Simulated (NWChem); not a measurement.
System: LaF2 cation; SMILES [F][La+][F]

```xyz
3

La     0.0000     0.0000    -0.2857
F      1.6830     0.0000     0.9047
F     -1.6830     0.0000     0.9047
```
Atoms are numbered in this order, from 1.

Results from NWChem. Geometry: optimised at PBE0/def2-SVP. The spin multiplicity was typed, not searched, and may not be the lowest. def2 effective core potentials on La; no spin-orbit coupling. Vertical excitations in the gas phase; the lowest state need not have the same character in each row.

Question: Order these by “lowest excitation, singlet (eV)”, lowest first: PBE0/def2-SVPD, full TDDFT; B3LYP/def2-SVPD, full TDDFT; LDA (Slater exchange, VWN5)/def2-SVPD, full TDDFT; PBE/def2-SVPD, full TDDFT.

Answer: PBE/def2-SVPD, full TDDFT (5.79), LDA (Slater exchange, VWN5)/def2-SVPD, full TDDFT (5.91), B3LYP/def2-SVPD, full TDDFT (6.54), PBE0/def2-SVPD, full TDDFT (6.91)
